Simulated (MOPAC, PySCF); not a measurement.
C2H6N2O, SMILES `CN/C(O)=N/[H]` (C–N–C–O torsion -171°, N–C–O–H torsion -2°), neutral singlet in the gas phase. 

Cartesian coordinates (Å):
SMILES: [H]/N=C(\O)NC
```xyz
11

C     -1.6005     0.1149    -0.1059
N     -0.4015    -0.3105     0.5822
C      0.8198    -0.0053     0.0699
N      0.9742     0.8046    -0.9034
O      1.7878    -0.6763     0.7756
H     -1.5621     1.1925    -0.2627
H     -1.7113    -0.3624    -1.0862
H     -2.4633    -0.1263     0.5150
H     -0.4396    -1.1473     1.1398
H      1.9542     0.9718    -1.1116
H      2.6422    -0.4557     0.3872
```
Charge 0, spin multiplicity 1.

All levels are single points at this geometry (r2SCAN-D4/def2-TZVP); Pople sets use spherical d functions. Orbital energies aren't observables, and empty levels follow the basis.

HF/STO-3G in PySCF gives HOMO (eV) = -7.34.

Q: Estimate the HOMO (eV) from each of these levels: r2SCAN-D4/def2-TZVP in PySCF; B3LYP/3-21G in PySCF; B3LYP/6-311+G** in PySCF; M06-2X/6-31G* in PySCF; PBE/6-31G* in PySCF; AM1 in MOPAC; PM3 in MOPAC; PM6 in MOPAC.

A: 
| level | HOMO (eV) |
|---|---|
| r2SCAN-D4/def2-TZVP in PySCF | -5.66 |
| B3LYP/3-21G in PySCF | -5.74 |
| B3LYP/6-311+G** in PySCF | -6.60 |
| M06-2X/6-31G* in PySCF | -7.69 |
| PBE/6-31G* in PySCF | -4.94 |
| AM1 in MOPAC | -9.49 |
| PM3 in MOPAC | -8.99 |
| PM6 in MOPAC | -9.41 |
